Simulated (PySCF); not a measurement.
**Working with the constants of Sb₂⁻**

UHF-MP2 constants of Sb₂⁻, ²Πg (doublet), unpaired electrons π ↑ (Sb def2-TZVPPD with ECP28; scalar-relativistic core potentials (PySCF 2.14); masses 120.9038 and 120.9038 u):

- ωe: 235.9 cm⁻¹
- ωexe: 0.579 cm⁻¹
- Be: 0.041964 cm⁻¹
- αe: 0.000118 cm⁻¹
- D (centrifugal): 5.31e-09 cm⁻¹

Q: Give the vibrational terms G(v) and spacings up to v = 6.

A: G(v) = ωe(v+½) − ωexe(v+½)².

```csv
v,G(v) (cm⁻¹),G(v) − G(v−1),Bv (cm⁻¹)
0,117.8,,0.04191
1,352.5,234.7,0.04179
2,586.1,233.6,0.04167
3,818.6,232.4,0.04155
4,1049.8,231.3,0.04143
5,1279.9,230.1,0.04132
6,1508.9,229.0,0.04120
```

Correlated steps freeze 8 core orbitals. Spin–orbit coupling is left out, which matters for elements this heavy, above all for dissociation energies. The state was picked by a PBE0 search and need not be the measured ground state.
